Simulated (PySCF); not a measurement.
HO₃, SMILES [O]OO, multiplicity 2.

The structure is a stationary point at TPSSh-D3(BJ)/def2-TZVP. One conformer was computed; it need not be the lowest.

Two levels are set side by side: PBE/def2-TZVPD (PySCF) and ωB97X/def2-TZVPD (PySCF). Same geometry, gas phase. Differences are taken from unrounded values.

```json
[
 {"quantity": "α-spin orbital gap (eV)", "ωB97X": "11.24", "PBE": "2.97", "PBE minus ωB97X": "-8.27"},
 {"quantity": "β-spin orbital gap (eV)", "ωB97X": "10.54", "PBE": "2.85", "PBE minus ωB97X": "-7.69"},
 {"quantity": "dipole moment (D)", "ωB97X": "2.05", "PBE": "1.95", "PBE minus ωB97X": "-0.09"},
 {"quantity": "mean polarisability (bohr³)", "ωB97X": "22.4", "PBE": "23.5", "PBE minus ωB97X": "1.1"}
]
```

PBE's more diffuse valence density responds more strongly to a field. Differences between two approximate levels are no errors against the true value.

Rough cost on one machine, each run with all the roots and properties that it gave: ωB97X against PBE within a factor of 2.
